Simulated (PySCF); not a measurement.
Adding and removing an electron: NaPb

PBE0; Na def2-SVPD, Pb def2-SVPD with ECP60; scalar-relativistic core potentials (PySCF 2.14). Neutral (UKS): quartet (σ ↑, π ↑↑), Re = 2.974 Å, ωe = 165 cm⁻¹, De = 1.07 eV, HOMO -3.96 eV, LUMO -2.14 eV.

NaPb⁺ (UKS): triplet (σ ↑, π ↑), Re = 3.463 Å, ωe = 101 cm⁻¹. The energies at the minima are -354.98824 hartree for NaPb and -354.78138 for NaPb⁺.

Question: Work out the adiabatic ionisation energy, without and with harmonic zero-point energies (1 hartree = 27.2114 eV, 1 eV = 8065.5 cm⁻¹), and the change of the bond length.

Answer: At PBE0: 0.20686 hartree = 5.629 eV between the minima; the zero-point term (101.0 − 165.0)/2 cm⁻¹ = -0.004 eV makes it 5.625 eV. Re changes by +48.9 pm against the neutral. The electron leaves a π orbital; in so polar a molecule the change of length follows mostly from the change of the ionic charges.

These are scalar-relativistic numbers at best; spin–orbit coupling would shift them, the dissociation energy most. States were picked by a PBE0 search and need not be the measured ground states.
